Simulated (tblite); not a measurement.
carbon atom (C), triplet; GFN1-xTB (tblite 0.6.0).

tblite was given this input:
```
$ tblite run mol.xyz --method gfn1 --charge 0 --spin 2 --efield 0,0,0.1 --json tblite.json --no-restart

# file mol.xyz
1

C      0.00000000     0.00000000     0.00000000
```

It wrote (shortened):

```
xTB calculator
 | screened Coulomb repulsion
 | Coulomb electrostatics
 |  * isotropic Klopman-Ohno-Mataga-Nishimoto electrostatics
 |  * onsite third-order electrostatics
 | DFT-D3(BJ) dispersion correction
 | Interactions (1)
 | [1] electric field

halogen bonding energy    0.0000000000000E+00 Eh
repulsion energy          0.0000000000000E+00 Eh
dispersion energy         0.0000000000000E+00 Eh
interaction energy        0.0000000000000E+00 Eh
number of electrons       4.0000000000000E+00 e
integral cutoff           1.7350510997663E+01 bohr

------------------------------------------------------------
  cycle        total energy    energy error   density error
------------------------------------------------------------
      1     -1.739344191762  -1.7393442E+00   1.0304618E-02
      2     -1.739344191762  -7.3274720E-15   6.1827679E-03
      3     -1.739344191762   1.1546319E-14   3.7092881E-07
------------------------------------------------------------

electronic energy        -1.7393441917619E+00 Eh
total energy             -1.7393441917619E+00 Eh

Post processing:
 | Mayer-Wiberg bond orders

[Info] JSON dump of results written to 'tblite.json'
```
